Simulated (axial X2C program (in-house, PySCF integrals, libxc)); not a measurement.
Values are calculated unless marked as measured or tabulated.
# AsBr⁻: input and output

Program: an in-house relativistic program for diatomic molecules.

Input file and command:
```json
{"zs": [35, 33], "q": -1, "bas": ["dyall-acv3z", "dyall-acv3z"], "levels": ["PBE0", "HF", "PBEsol"], "cc": true, "r0": 2.35, "thr": -2.0, "nmax": 90, "npts": 10, "nst": 2, "ntry": 6}
```
```bash
python so2c.py task.json out
```

Keys: zs atomic numbers; q charge; bas basis sets; levels methods; cc coupled cluster on or off; r0 starting distance in Å; thr threshold in hartree for freezing inner shells (an s shell follows its p shell); nmax most natural virtual spinors; npts points on the curve; nst determinants followed; ntry starts of the search. HF also brings MP2.

Output of the HF step, with spin–orbit coupling, at R = 2.439 Å for the state Ω = 3/2. It starts from PBE0 orbitals of this distance.

```
two-component X2C + atomic mean field  HF
basis functions 237  fitting functions 1298  grid points 5800
iter        total energy     max residual
   1      -4861.975033808     2.46e-01
   2      -4862.006891486     1.03e-02
   3      -4862.007992765     7.97e-03
   4      -4862.008200111     4.01e-03
   5      -4862.008237776     5.72e-04
   6      -4862.008255535     1.43e-03
   7      -4862.008265495     8.02e-04
   8      -4862.008276996     4.25e-04
   9      -4862.008288149     8.13e-04
  10      -4862.008303419     1.17e-03
  11      -4862.008319264     7.61e-04
  12      -4862.008330572     3.57e-04
  13      -4862.008334990     2.01e-04
  14      -4862.008336012     1.34e-04
  15      -4862.008336313     6.86e-05
  16      -4862.008336446     3.26e-05
  17      -4862.008336483     3.09e-05
  18      -4862.008336491     9.18e-06
  19      -4862.008336492     2.13e-06
converged
one-electron -7281.85625691  Coulomb 2345.08255853  exact exchange -174.03113501  xc functional 0.00000000  nuclear repulsion 250.59437417  atomic mean-field constant -1.79787728
correlated 13  virtual 309  natural virtual 90  E(MP2) -0.289695478  MP2 remainder -0.016319954
iter   CCSD correlation   residual
   1     -0.293422494   1.17e-01
   2     -0.301279612   4.19e-02
   3     -0.302248588   1.67e-02
   4     -0.302356337   8.91e-03
   5     -0.302451852   5.03e-03
   6     -0.302483212   3.23e-03
   7     -0.302513347   1.83e-03
   8     -0.302520995   7.28e-04
   9     -0.302518405   3.28e-04
  10     -0.302520685   1.80e-04
  11     -0.302520699   9.91e-05
  12     -0.302521324   4.97e-05
  13     -0.302521187   2.37e-05
  14     -0.302521300   1.08e-05
  15     -0.302521314   5.13e-06
(T) -0.013469837  T1 0.0252  D1 0.0676  max T2 0.055
```
Energies are in hartree; totals compare only within one Hamiltonian and basis. T1 in the output is the amplitude norm over the root of the electron number; divide by √2 for the Lee–Taylor value.
